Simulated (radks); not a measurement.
Valence configurations of Nd (all share [Xe]). Method: Dirac Kohn-Sham, PBE, spin-unpolarised, spherical densities, point nucleus; open shells are shared between the two j in proportion to 2j + 1; computed with a radial shooting solver on a logarithmic mesh with Libxc functionals. Energies are relative to 4f4 6s2; eigenvalues in eV.

valence          E (eV)  e(4f5/2)  e(4f7/2)  e(5d3/2)  e(5d5/2)  e(6p1/2)
4f4 6s2           0.000    -1.979    -1.577         -         -         -
4f4 6s1.5 6p0.5   1.146    -2.578    -2.175         -         -    -1.645
4f3 5d1 6s2       1.791    -7.153    -6.699    -3.060    -2.833         -
4f6               7.096    -0.668    -0.351         -         -         -
4f2 5d2 6s2       8.272   -13.358   -12.855    -4.113    -3.826         -
4f4 5d0.5 6s1.5   0.825    -1.383    -0.982    -1.654    -1.501         -
4f3.5 5d0.5 6s2   0.376    -4.396    -3.968    -2.531    -2.335         -
4f1.5 5d2.5 6s2  13.546   -16.741   -16.213    -4.636    -4.319         -
4f4 6s1 6p1       2.320    -3.152    -2.748         -         -    -1.909

NIST lists [Xe] 4f4 6s2 as the ground configuration; this level of theory agrees among the configurations tried. The energies are those of spherical spin-averaged densities, not of single terms. No valid solution was reached for [Xe] 4f5 6s1.
